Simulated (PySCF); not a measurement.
Stretching SnPb

Set-up: PySCF, scalar-relativistic core potentials, basis sets Sn cc-pVDZ-PP with ECP28, Pb cc-pVDZ-PP with ECP60. Energies in eV from Sn + Pb in their ground configurations at the same level. State: ³Σ⁻ (triplet), unpaired electrons π ↑↑.

All columns are TPSS. A positive dipole means Sn(−)Pb(+).

```json
{"R (Å)": "2.436", "E (eV)": "-1.376", "μ (D)": "0.49", "Mulliken charge on Sn (basis-dependent)": "-0.03", "HOMO (eV)": "-4.02", "LUMO (eV)": "-4.21", "Mayer bond order": "1.95", "⟨S²⟩": "2.00"}
{"R (Å)": "2.549", "E (eV)": "-1.946", "μ (D)": "0.56", "Mulliken charge on Sn (basis-dependent)": "-0.03", "HOMO (eV)": "-4.07", "LUMO (eV)": "-4.04", "Mayer bond order": "1.96", "⟨S²⟩": "2.00"}
{"R (Å)": "2.662", "E (eV)": "-2.267", "μ (D)": "0.62", "Mulliken charge on Sn (basis-dependent)": "-0.03", "HOMO (eV)": "-4.11", "LUMO (eV)": "-3.89", "Mayer bond order": "1.96", "⟨S²⟩": "2.00"}
{"R (Å)": "2.747", "E (eV)": "-2.391", "μ (D)": "0.66", "Mulliken charge on Sn (basis-dependent)": "-0.04", "HOMO (eV)": "-4.12", "LUMO (eV)": "-3.79", "Mayer bond order": "1.97", "⟨S²⟩": "2.00"}
{"R (Å)": "2.832", "E (eV)": "-2.441", "μ (D)": "0.69", "Mulliken charge on Sn (basis-dependent)": "-0.04", "HOMO (eV)": "-4.13", "LUMO (eV)": "-3.70", "Mayer bond order": "1.97", "⟨S²⟩": "2.00"}
{"R (Å)": "2.917", "E (eV)": "-2.434", "μ (D)": "0.72", "Mulliken charge on Sn (basis-dependent)": "-0.04", "HOMO (eV)": "-4.12", "LUMO (eV)": "-3.62", "Mayer bond order": "1.98", "⟨S²⟩": "2.00"}
{"R (Å)": "3.030", "E (eV)": "-2.361", "μ (D)": "0.75", "Mulliken charge on Sn (basis-dependent)": "-0.04", "HOMO (eV)": "-4.11", "LUMO (eV)": "-3.53", "Mayer bond order": "1.98", "⟨S²⟩": "2.00"}
{"R (Å)": "3.172", "E (eV)": "-2.200", "μ (D)": "0.78", "Mulliken charge on Sn (basis-dependent)": "-0.04", "HOMO (eV)": "-4.08", "LUMO (eV)": "-3.43", "Mayer bond order": "1.99", "⟨S²⟩": "2.00"}
{"R (Å)": "3.342", "E (eV)": "-1.947", "μ (D)": "0.81", "Mulliken charge on Sn (basis-dependent)": "-0.04", "HOMO (eV)": "-4.03", "LUMO (eV)": "-3.33", "Mayer bond order": "2.00", "⟨S²⟩": "2.00"}
{"R (Å)": "3.568", "E (eV)": "-1.571", "μ (D)": "0.83", "Mulliken charge on Sn (basis-dependent)": "-0.04", "HOMO (eV)": "-3.94", "LUMO (eV)": "-3.33", "Mayer bond order": "2.00", "⟨S²⟩": "2.00"}
```

A fit through these points gives, at Re = 2.862 Å, μ = 0.70 D and dμ/dR = 0.343 D/Å; the reduced mass is 76.06 u.

**Question.** How strong is the fundamental in the double-harmonic approximation, I = 42.26·(dμ/dR)²/μred km/mol?

**Answer.** I = 42.26·(0.343)²/76.06 = 0.0654 km/mol at TPSS.

These are scalar-relativistic numbers at best; spin–orbit coupling would shift them, the dissociation energy most. The state was picked by a PBE0 search and need not be the measured ground state.

At some distances an empty level lies below a filled one, because the occupation is held.
